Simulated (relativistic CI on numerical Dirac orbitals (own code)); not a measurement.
**Spin-allowed bands of a d3 ion in an octahedral site, by hand**

Problem. A d3 ion in an octahedral site has a 4A2 ground term and spin-allowed bands at ν1 = 21000 and ν2 = 30048 cm⁻¹ (from a computed ligand-field model). Find Δ and the Racah parameter B, and predict the third band.

Working.
1. The F term splits into A2 (−1.2Δ), T2 (−0.2Δ) and T1 (+0.6Δ), so ν1 = E(T2) − E(A2) = Δ = 21000 cm⁻¹.
2. T1(F) mixes with T1(P), which lies at 15B, through an element 0.4Δ. The two roots, counted from A2, are ν2,3 = ½(15B + 3Δ) ∓ ½√[(15B − Δ)² + 12BΔ].
3. Solving the lower root for B gives B = (2ν1² + ν2² − 3ν1ν2)/(15ν2 − 27ν1) = -108141696/-116280 = 930 cm⁻¹.
4. The sum of the roots is 15B + 3Δ, so ν3 = 15B + 3ν1 − ν2 = 46902 cm⁻¹ (213 nm).

Check. The bands were computed by exact diagonalisation of the d3 shell with B = 930 and Δ = 21000 cm⁻¹, which gives ν3 = 46902 cm⁻¹. C does not enter the terms of highest spin.
